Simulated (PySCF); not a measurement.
## EPR parameters of C5H10FSi2

C₅H₁₀FSi₂ (doublet state).
Cartesian coordinates in Å at the GFN2-xTB level; atoms count from 1:
```
atom  x, y, z in Å
C1     3.9239    0.3319   -0.3988
C2     2.4926    0.1663   -0.5086
C3     1.3003    0.0138   -0.6032
Si4   -0.5338   -0.1012   -0.7778
C5    -0.9954   -1.9145   -0.3429
F6    -2.3367   -2.1445   -0.5905
C7    -1.4247    1.0773    0.4259
Si8   -3.2903    1.2833    0.1057
H9     4.2795   -0.0882    0.5418
H10    4.4214   -0.1762   -1.2248
H11    4.1764    1.3916   -0.4317
H12   -0.9108    0.1545   -2.1743
H13   -0.8325   -2.1556    0.7106
H14   -0.4436   -2.6367   -0.9488
H15   -1.2701    0.7280    1.4483
H16   -0.9440    2.0542    0.3636
H17   -4.0698    0.0703    0.2959
H18   -3.5511    1.9520   -1.1667
```

The hyperfine couplings belong to this conformer and change with its torsions.

Identity: `CC#C[Si@@H](CF)C[SiH2]` [radical].

Method used: PySCF, UKS B3LYP, pcH-1 on C F H Si, non-relativistic, mean-field spin-orbit, GIAO. The structure is a single GFN2-xTB conformer in the gas phase; no vibrational or solvent corrections. Couplings are sensitive to structure, and on GFN2-xTB geometries they can be far from those on DFT ones, by a factor of two or more for some ions and for spin on atoms past the first row. Stability of the SCF solution: not tested.

| Property | Result |
| --- | --- |
| g1, g2, g3 | 2.00215, 2.00381, 2.00464 |
| g_iso | 2.00354 |
| Form of g | rhombic: the two nearest values differ by 33 % of g3 − g1 |
| ⟨S²⟩ | 0.7516 (exact 0.7500) |
| α and β electrons | 39, 38 |
| Total energy | -875.33489 Eh |
| Basis functions | 320 |

Hyperfine couplings atom by atom, in MHz; T1 to T3 are the principal values of the dipolar part:

```json
{"atom": "C1", "isotope": "13C", "a_iso": "-0.1", "of which spin–orbit": "0.0", "T1": "-0.1", "T2": "0.0", "T3": "0.1", "Mulliken spin population": "0.00"}
{"atom": "C2", "isotope": "13C", "a_iso": "2.6", "of which spin–orbit": "0.0", "T1": "-0.8", "T2": "-0.4", "T3": "1.2", "Mulliken spin population": "0.01"}
{"atom": "C3", "isotope": "13C", "a_iso": "13.1", "of which spin–orbit": "0.0", "T1": "-1.0", "T2": "-0.6", "T3": "1.5", "Mulliken spin population": "0.00"}
{"atom": "Si4", "isotope": "29Si", "a_iso": "-66.7", "of which spin–orbit": "0.1", "T1": "-9.0", "T2": "4.2", "T3": "4.8", "Mulliken spin population": "0.03"}
{"atom": "C5", "isotope": "13C", "a_iso": "0.0", "of which spin–orbit": "0.0", "T1": "-0.3", "T2": "-0.3", "T3": "0.6", "Mulliken spin population": "0.00"}
{"atom": "F6", "isotope": "19F", "a_iso": "22.5", "of which spin–orbit": "0.0", "T1": "-7.4", "T2": "-7.3", "T3": "14.7", "Mulliken spin population": "0.00"}
{"atom": "C7", "isotope": "13C", "a_iso": "7.6", "of which spin–orbit": "0.0", "T1": "-3.9", "T2": "-3.8", "T3": "7.6", "Mulliken spin population": "-0.02"}
{"atom": "Si8", "isotope": "29Si", "a_iso": "-420.1", "of which spin–orbit": "1.1", "T1": "-173.7", "T2": "86.6", "T3": "87.0", "Mulliken spin population": "0.98"}
{"atom": "H9", "isotope": "1H", "a_iso": "0.0", "of which spin–orbit": "0.0", "T1": "-0.2", "T2": "-0.2", "T3": "0.4", "Mulliken spin population": "0.00"}
{"atom": "H10", "isotope": "1H", "a_iso": "0.8", "of which spin–orbit": "0.0", "T1": "-0.2", "T2": "-0.2", "T3": "0.4", "Mulliken spin population": "0.00"}
{"atom": "H11", "isotope": "1H", "a_iso": "0.8", "of which spin–orbit": "0.0", "T1": "-0.2", "T2": "-0.2", "T3": "0.4", "Mulliken spin population": "0.00"}
{"atom": "H12", "isotope": "1H", "a_iso": "-0.9", "of which spin–orbit": "0.0", "T1": "-1.9", "T2": "-0.7", "T3": "2.5", "Mulliken spin population": "0.00"}
{"atom": "H13", "isotope": "1H", "a_iso": "-0.1", "of which spin–orbit": "0.0", "T1": "-0.8", "T2": "-0.7", "T3": "1.5", "Mulliken spin population": "0.00"}
{"atom": "H14", "isotope": "1H", "a_iso": "1.7", "of which spin–orbit": "0.0", "T1": "-0.6", "T2": "-0.5", "T3": "1.1", "Mulliken spin population": "0.00"}
{"atom": "H15", "isotope": "1H", "a_iso": "9.1", "of which spin–orbit": "0.0", "T1": "-4.0", "T2": "-2.4", "T3": "6.4", "Mulliken spin population": "0.00"}
{"atom": "H16", "isotope": "1H", "a_iso": "11.3", "of which spin–orbit": "0.0", "T1": "-4.1", "T2": "-2.5", "T3": "6.6", "Mulliken spin population": "0.00"}
{"atom": "H17", "isotope": "1H", "a_iso": "35.1", "of which spin–orbit": "0.0", "T1": "-10.2", "T2": "1.9", "T3": "8.3", "Mulliken spin population": "0.00"}
{"atom": "H18", "isotope": "1H", "a_iso": "26.3", "of which spin–orbit": "0.0", "T1": "-10.2", "T2": "1.5", "T3": "8.7", "Mulliken spin population": "0.00"}
```

The largest Mulliken spin population is on Si8 (+0.98). The angles at Si8 add up to 339.7°, so it is pyramidal.

Under fast tumbling the dipolar parts average out, and these isotropic splittings remain: 2 × 1H (H17/H18, I = 1/2, 3 lines) with 1.10 mT, 1 × 19F (F6, I = 1/2, 2 lines) with 0.80 mT, 1 × 1H (H16, I = 1/2, 2 lines) with 0.40 mT, 1 × 1H (H15, I = 1/2, 2 lines) with 0.32 mT, 1 × 1H (H14, I = 1/2, 2 lines) with 0.06 mT and 1 × 1H (H12, I = 1/2, 2 lines) with 0.03 mT.

Means are taken over nuclei equivalent by connectivity, which assumes that they swap fast. The 1H value of +30.7 MHz is a mean of couplings from 26.3 to 35.1 MHz in this one geometry, not an average over conformers.

The 13C coupling of C3 (13.1 MHz) shows only in satellite lines or after enrichment, since that isotope makes up about 1.07 % of natural carbon.

The 29Si coupling of Si8 (-420.1 MHz) shows only in satellite lines or after enrichment, since that isotope makes up about 4.7 % of natural silicon.
